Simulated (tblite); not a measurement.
C7H12O3.
SMILES with atom numbers: `[CH3:1][CH2:2][CH2:3][C@:4]1([CH3:5])[CH2:6][O:7][C:8](=[O:9])[O:10]1` (hydrogens: H11, H12, H13 on C1; H14, H15 on C2; H16, H17 on C3; H18, H19, H20 on C5; H21, H22 on C6)

Computed with GFN2-xTB (tblite), gas phase: L-BFGS steps from a force-field or distance-geometry start until the largest atomic force falls under 0.01 eV/Å.

Step 23: E = -907.6882 eV
```
atom  x, y, z in Å  |  force x, y, z in eV/Å
C1      3.0263   -0.0517   -0.3300   -0.011   0.009   0.003
C2      1.6517    0.1220    0.3009   -0.054  -0.004   0.008
C3      0.5382   -0.0229   -0.7335   -0.061  -0.010  -0.023
C4     -0.8615    0.1010   -0.1298   -0.041   0.002  -0.034
C5     -1.1346    1.4819    0.4665    0.013  -0.009   0.005
C6     -1.2133   -1.0267    0.8655    0.009   0.031   0.018
O7     -2.5239   -1.4086    0.4985   -0.002   0.009   0.024
C8     -2.8431   -0.8656   -0.6921   -0.008   0.019   0.035
O9     -3.8828   -1.0315   -1.2379    0.043  -0.046  -0.083
O10    -1.8403   -0.1108   -1.1593   -0.030  -0.027  -0.016
H11     3.1840    0.6972   -1.1011    0.026  -0.001  -0.029
H12     3.1261   -1.0370   -0.7782   -0.010  -0.001  -0.010
H13     3.7980    0.0618    0.4258    0.043   0.000  -0.006
H14     1.5918    1.1094    0.7582    0.049   0.009   0.020
H15     1.5170   -0.6223    1.0873    0.008  -0.006   0.035
H16     0.6424    0.7449   -1.5015    0.011  -0.006  -0.006
H17     0.6162   -0.9947   -1.2251    0.005  -0.011  -0.015
H18    -0.9688    2.2414   -0.2935    0.006   0.008   0.037
H19    -0.4883    1.6677    1.3182    0.001   0.026   0.009
H20    -2.1731    1.5404    0.7891    0.023   0.005   0.010
H21    -1.2190   -0.6802    1.8992   -0.029  -0.024   0.043
H22    -0.5534   -1.8965    0.7719    0.008   0.025  -0.024
```

Step 24: E = -907.6894 eV
```
atom  x, y, z in Å  |  force x, y, z in eV/Å
C1      3.0254   -0.0523   -0.3315    0.006   0.001   0.000
C2      1.6506    0.1224    0.3008   -0.019  -0.006  -0.011
C3      0.5357   -0.0224   -0.7332   -0.035  -0.014   0.002
C4     -0.8633    0.1027   -0.1289   -0.061   0.019  -0.032
C5     -1.1326    1.4834    0.4696    0.002  -0.002   0.003
C6     -1.2159   -1.0253    0.8661    0.012   0.037  -0.010
O7     -2.5227   -1.4143    0.4931    0.016   0.014   0.028
C8     -2.8420   -0.8693   -0.6966   -0.069  -0.001   0.019
O9     -3.8806   -1.0428   -1.2441    0.124  -0.014  -0.063
O10    -1.8431   -0.1059   -1.1584   -0.047  -0.042  -0.016
H11     3.1850    0.6957   -1.1037    0.015  -0.003  -0.016
H12     3.1267   -1.0377   -0.7796   -0.025   0.003  -0.007
H13     3.7988    0.0600    0.4237    0.024   0.007  -0.012
H14     1.5950    1.1107    0.7578    0.034  -0.007   0.015
H15     1.5189   -0.6225    1.0871   -0.004   0.003   0.036
H16     0.6424    0.7459   -1.5006    0.001  -0.026  -0.010
H17     0.6113   -0.9964   -1.2213    0.016   0.007  -0.029
H18    -0.9688    2.2440   -0.2897    0.019   0.006   0.035
H19    -0.4822    1.6656    1.3193   -0.015   0.031   0.003
H20    -2.1706    1.5441    0.7936    0.031  -0.001   0.021
H21    -1.2281   -0.6752    1.8979   -0.031  -0.026   0.065
H22    -0.5504   -1.8911    0.7775    0.004   0.016  -0.020
```

Step 25: E = -907.6907 eV
```
atom  x, y, z in Å  |  force x, y, z in eV/Å
C1      3.0245   -0.0528   -0.3333    0.020  -0.009  -0.006
C2      1.6492    0.1227    0.3007    0.029  -0.007  -0.026
C3      0.5323   -0.0221   -0.7328    0.008  -0.013   0.027
C4     -0.8663    0.1050   -0.1287   -0.058   0.032  -0.016
C5     -1.1302    1.4849    0.4732   -0.010   0.009  -0.002
C6     -1.2186   -1.0229    0.8669    0.006   0.034  -0.029
O7     -2.5213   -1.4201    0.4879    0.021   0.018   0.029
C8     -2.8413   -0.8735   -0.7009   -0.104  -0.031  -0.008
O9     -3.8765   -1.0565   -1.2531    0.172   0.012  -0.036
O10    -1.8470   -0.1011   -1.1577   -0.049  -0.042  -0.005
H11     3.1864    0.6939   -1.1070    0.000  -0.008   0.003
H12     3.1268   -1.0386   -0.7814   -0.039   0.007  -0.003
H13     3.8001    0.0580    0.4211   -0.004   0.012  -0.023
H14     1.5995    1.1119    0.7577    0.011  -0.027   0.006
H15     1.5212   -0.6226    1.0877   -0.016   0.015   0.028
H16     0.6425    0.7465   -1.4997   -0.012  -0.043  -0.015
H17     0.6061   -0.9982   -1.2176    0.023   0.024  -0.039
H18    -0.9686    2.2472   -0.2846    0.032   0.010   0.025
H19    -0.4757    1.6639    1.3208   -0.030   0.029  -0.004
H20    -2.1674    1.5485    0.7991    0.029  -0.006   0.036
H21    -1.2387   -0.6702    1.8975   -0.027  -0.028   0.072
H22    -0.5472   -1.8845    0.7831   -0.003   0.011  -0.015
```

Step 26: E = -907.6922 eV
```
atom  x, y, z in Å  |  force x, y, z in eV/Å
C1      3.0239   -0.0535   -0.3354    0.023  -0.017  -0.012
C2      1.6480    0.1228    0.3004    0.065  -0.008  -0.028
C3      0.5285   -0.0220   -0.7320    0.049  -0.008   0.041
C4     -0.8704    0.1078   -0.1288   -0.027   0.033   0.012
C5     -1.1279    1.4868    0.4770   -0.020   0.022  -0.007
C6     -1.2214   -1.0198    0.8677   -0.006   0.022  -0.027
O7     -2.5199   -1.4257    0.4831    0.011   0.018   0.028
C8     -2.8411   -0.8783   -0.7048   -0.085  -0.056  -0.033
O9     -3.8706   -1.0712   -1.2642    0.159   0.021  -0.016
O10    -1.8520   -0.0970   -1.1572   -0.028  -0.023   0.016
H11     3.1881    0.6918   -1.1106   -0.016  -0.011   0.020
H12     3.1262   -1.0394   -0.7834   -0.046   0.005  -0.001
H13     3.8016    0.0561    0.4180   -0.029   0.015  -0.030
H14     1.6046    1.1126    0.7578   -0.015  -0.040  -0.006
H15     1.5233   -0.6222    1.0888   -0.024   0.026   0.013
H16     0.6424    0.7460   -1.4990   -0.023  -0.050  -0.021
H17     0.6012   -0.9995   -1.2147    0.025   0.036  -0.041
H18    -0.9679    2.2508   -0.2786    0.042   0.020   0.006
H19    -0.4694    1.6628    1.3225   -0.038   0.019  -0.010
H20    -2.1635    1.5534    0.8057    0.015  -0.009   0.048
H21    -1.2501   -0.6656    1.8981   -0.018  -0.029   0.057
H22    -0.5438   -1.8772    0.7886   -0.012   0.012  -0.009
```

Question: Estimate the geometry and energy of step 27. (The exact step hangs on the optimiser's Hessian estimate; all steps are aligned on step 26, rigid shifts and turns removed.)

Answer: E = -907.6936 eV, largest force 0.092 eV/Å
```
atom  x, y, z in Å  |  force x, y, z in eV/Å
C1      3.0236   -0.0545   -0.3377    0.014  -0.022  -0.015
C2      1.6479    0.1227    0.2998    0.070  -0.009  -0.018
C3      0.5253   -0.0221   -0.7306    0.066   0.000   0.035
C4     -0.8748    0.1111   -0.1290    0.019   0.022   0.039
C5     -1.1260    1.4890    0.4807   -0.023   0.032  -0.011
C6     -1.2242   -1.0162    0.8683   -0.020   0.007  -0.004
O7     -2.5184   -1.4311    0.4790   -0.009   0.015   0.021
C8     -2.8409   -0.8838   -0.7085   -0.016  -0.060  -0.041
O9     -3.8633   -1.0856   -1.2764    0.091   0.008  -0.011
O10    -1.8572   -0.0933   -1.1565    0.010   0.004   0.038
H11     3.1894    0.6897   -1.1138   -0.027  -0.009   0.025
H12     3.1246   -1.0403   -0.7854   -0.044  -0.006  -0.004
H13     3.8026    0.0546    0.4146   -0.037   0.014  -0.029
H14     1.6094    1.1125    0.7579   -0.034  -0.038  -0.015
H15     1.5250   -0.6211    1.0902   -0.025   0.029  -0.002
H16     0.6418    0.7443   -1.4987   -0.029  -0.043  -0.025
H17     0.5969   -1.0001   -1.2127    0.024   0.038  -0.035
H18    -0.9664    2.2547   -0.2726    0.045   0.031  -0.013
H19    -0.4640    1.6623    1.3240   -0.038   0.008  -0.011
H20    -2.1595    1.5582    0.8133   -0.006  -0.008   0.053
H21    -1.2617   -0.6617    1.8993   -0.007  -0.031   0.028
H22    -0.5408   -1.8698    0.7940   -0.021   0.017  -0.005
```

The energy changes by -0.0014 eV. The first-order estimate −F·Δx gives -0.0020 eV and the mean of the old and new forces, exact on a quadratic surface, -0.0014 eV. The step makes an angle of 78° with the force vector and moves no atom by more than 0.020 Å.

The cost below is that of the whole relaxation. Time: 0.91 s. Hardware: an Intel Xeon Platinum 8488C with one thread, shared host.
